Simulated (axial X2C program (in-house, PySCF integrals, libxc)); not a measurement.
**Spin–orbit effects down a group: molecules with Rb, HF**

Calculated with an in-house all-electron X2C program for linear molecules (integrals from PySCF), spin-free (one-electron X2C) or two-component (2c: spin–orbit coupling with atomic mean-field Coulomb and Gaunt terms, which also bring small scalar terms), in Dyall basis sets with cores contracted in-house; open shells are unrestricted.

Basis sets: Rb dyall-cv3z, S dyall-av3z, Se dyall-cv3z, Te dyall-cv3z.

```json
{"molecule": "RbS", "spin-free state": "M_S = 1/2, Λ = 1", "Re (Å)": "3.029", "ωe (cm⁻¹)": "203.2", "De (eV)": "1.50", "2c state": "Ω = 3/2", "Re 2c (Å)": "3.028", "ωe 2c (cm⁻¹)": "203.2", "De 2c (eV)": "1.52"}
{"molecule": "RbSe", "spin-free state": "M_S = 1/2, Λ = 1", "Re (Å)": "3.163", "ωe (cm⁻¹)": "144.6", "De (eV)": "1.41", "2c state": "Ω = 3/2", "Re 2c (Å)": "3.164", "ωe 2c (cm⁻¹)": "144.4", "De 2c (eV)": "n/a"}
{"molecule": "RbTe", "spin-free state": "M_S = 1/2, Λ = 1", "Re (Å)": "3.399", "ωe (cm⁻¹)": "118.6", "De (eV)": "1.32", "2c state": "Ω = 3/2", "Re 2c (Å)": "3.402", "ωe 2c (cm⁻¹)": "118.1", "De 2c (eV)": "n/a"}
```

Each entry is the lowest single determinant of a limited PBE0 search at one distance. De goes to single-determinant-based atoms at the same level (for ions the charge split of lowest energy) and is withheld (n/a) where an atom does not fit its ground term or J level. Main or longest-lived isotopes. One determinant is a doubtful description, or other states lie close, for RbS, RbSe, RbTe; these need not be ground states, and all values refer to the states named. Some light 2c atoms are not at their ground J level, so De misses part of their lowering (0.04 eV or less).
